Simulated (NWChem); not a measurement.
Molecule: AlHOIF; SMILES [OH][Al]([F])[I]

```xyz
5

Al     0.1092    -1.3187     0.0000
F     -1.2274    -2.2996     0.0000
I     -0.1685     1.1026     0.0000
O      1.6627    -1.9713     0.0000
H      1.8799    -2.9053     0.0000
```
Atoms are numbered in this order, from 1.

Level: PBE0/def2-SVP with def2 effective core potentials on I (NWChem), optimised geometry, unscaled harmonic frequencies. def2 effective core potentials on I; no spin-orbit coupling.

| frequency (cm⁻¹) | IR intensity (km/mol) |
|---|---|
| 151 | 1.6 |
| 193 | 24.0 |
| 237 | 23.2 |
| 344 | 172.4 |
| 357 | 82.3 |
| 554 | 142.4 |
| 826 | 189.4 |
| 965 | 106.4 |
| 3981 | 146.2 |

```
Item                                                                               Result
-----------------------------------------------------------------------  ----------------
zero-point energy                                                           10.9 kcal/mol
thermal correction to the enthalpy at 298.15 K (with zero-point energy)     15.0 kcal/mol
heat capacity Cv                                                         16.8 cal/(mol K)
entropy at 298.15 K and 1 atm (symmetry number 1)                        79.3 cal/(mol K)
```

Rigid rotor and harmonic oscillator.
